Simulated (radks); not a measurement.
The numbers below are computed, except where a source is named.
Q: Mo XXXV, 8 electrons, occupied as [He] 2s2 2p4. Code: a radial shooting solver on a logarithmic mesh with Libxc functionals. Model: scalar-relativistic Kohn-Sham, BLYP, spin-polarised, spherical densities, point nucleus; open shells are filled with parallel spins first (spin-orbit coupling, left out, can overturn this in heavy ions). Some entries of the table are withheld. Estimate them.

orbital  occ.  eigenvalue (hartree)  r(max) (bohr)  <r^2> (bohr^2)
1s up       1                   (1)        0.02286        0.001662
1s down     1                   (2)        0.02285        0.001659
2s up       1             -177.3547         0.1268         0.02569
2s down     1             -176.3458         0.1270         0.02581
2p up       3             -168.3396         0.1006         0.01978
2p down     1             -167.1262         0.1008         0.01991

A: 
(1) 1s up eigenvalue (hartree): -812.6496
(2) 1s down eigenvalue (hartree): -812.0333
